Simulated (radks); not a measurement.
La2+, configuration [Xe] 5d0.5 6p0.5 (fractional occupations, a model configuration).

Calculated with a radial shooting solver on a logarithmic mesh with Libxc functionals: Dirac Kohn-Sham, PBE, spin-unpolarised, spherical densities, point nucleus; open shells are shared between the two j in proportion to 2j + 1.

Energy parts (eV):
| part | energy |
|---|---|
| total | -231209.63 |
| kinetic | 247452.81 |
| electron-nucleus | -561738.97 |
| Hartree | 88614.13 |
| exchange-correlation | -5537.60 |

Orbitals (lengths in bohr, moments of r in powers of bohr):
orbital      occ.  eigenvalue (eV)      <r^2>      <r^4>
1s1/2           2        -38734.37  0.0008536  1.918e-06
2s1/2           2        -6175.883    0.01356  0.0003177
2p1/2           2        -5825.028   0.009960  0.0002005
2p3/2           4        -5411.895    0.01123  0.0002480
3s1/2           2        -1332.440    0.09283    0.01308
3p1/2           2        -1184.596    0.08769    0.01223
3p3/2           4        -1104.074    0.09532    0.01437
3d3/2           4        -845.2610    0.07845    0.01114
3d5/2           6        -828.0354    0.08063    0.01171
4s1/2           2        -280.6822     0.4828     0.3391
4p1/2           2        -226.2859     0.5175     0.4007
4p3/2           4        -209.1540     0.5594     0.4681
4d3/2           4        -120.0083     0.6732     0.7382
4d5/2           6        -117.0333     0.6901     0.7761
5s1/2           2         -53.1567      2.692      10.55
5p1/2           2         -38.2668      3.367      17.02
5p3/2           4         -35.6908      3.659      20.11
5d3/2         0.2         -16.0544      7.297      87.92
5d5/2         0.3         -15.7970      7.495      92.66
6s1/2           0         -14.3597      15.43      339.4
6p1/2    0.166667         -10.9904      21.14      637.5
6p3/2    0.333333         -10.5949      22.56      722.4
6d3/2           0          -6.3366      43.84       2712
6d5/2           0          -6.2862      44.47       2790

The highest occupied level is 6p3/2 at -10.595 eV. The configuration is held as typed, so some empty levels lie below it. Summed over all electrons, <r^2> = 54.21 bohr^2, which gives a Langevin (diamagnetic) susceptibility term of -42.9 x 10^-6 cm^3/mol. The density falls to 0.001 e/bohr^3 at r = 4.23 bohr.
